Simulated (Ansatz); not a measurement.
Species: C2H8AlNO2 (charge 0, singlet). SMILES: C[O][Al]([NH2])[O]C
Structure (B3LYP-D3(BJ)/def2-TZVP (Ansatz, a quantum-chemistry and plane-wave program) minimum search):
```
Al
O 1 1.6857
C 2 1.4024 1 138.44
H 3 1.0940 2 109.81 1 135.12
H 3 1.0948 4 107.95 2 -120.54
H 3 1.0960 4 107.88 5 -116.46
O 1 1.6857 2 123.94 3 3.27
C 7 1.4024 1 138.44 2 3.27
H 8 1.0940 7 109.81 1 135.12
H 8 1.0948 9 107.95 7 -120.54
H 8 1.0960 9 107.88 10 -116.46
N 1 1.7593 2 118.03 3 -176.73
H 12 1.0064 1 124.46 2 0.65
H 12 1.0064 13 111.08 1 -180.00
```
Charge 0, spin multiplicity 1.

Wanted: atomisation energy (electronic, to ground-state atoms), in kJ/mol. Valence correlation only, unless marked. UHF or UKS for open shells. No spin-orbit coupling. No relativistic terms. The coupled-cluster limit lacks core correlation, which all-electron functionals hold. CBS(X,Y): correlation extrapolated as X^-3; Hartree-Fock from the larger set.

```json
[
 {"level": "r2SCANh/def2-TZVPD", "program": "Ansatz", "atomisation energy (kJ/mol)": "5306.5"},
 {"level": "B2PLYP/def2-TZVPD", "program": "Ansatz", "atomisation energy (kJ/mol)": "5292.1"},
 {"level": "SCS-MP2/6-31G", "program": "Ansatz", "atomisation energy (kJ/mol)": "4452.5"},
 {"level": "CCSD/cc-pV(D+d)Z", "program": "Ansatz", "atomisation energy (kJ/mol)": "4833.7"},
 {"level": "CCSD(T)/CBS(cc-pV(T+d)Z,cc-pV(Q+d)Z)", "program": "Ansatz", "atomisation energy (kJ/mol)": "?"}
]
```

Problem. What belongs in the gaps?

Solution. 
- CCSD(T)/CBS(cc-pV(T+d)Z,cc-pV(Q+d)Z), atomisation energy (kJ/mol): 5368.0
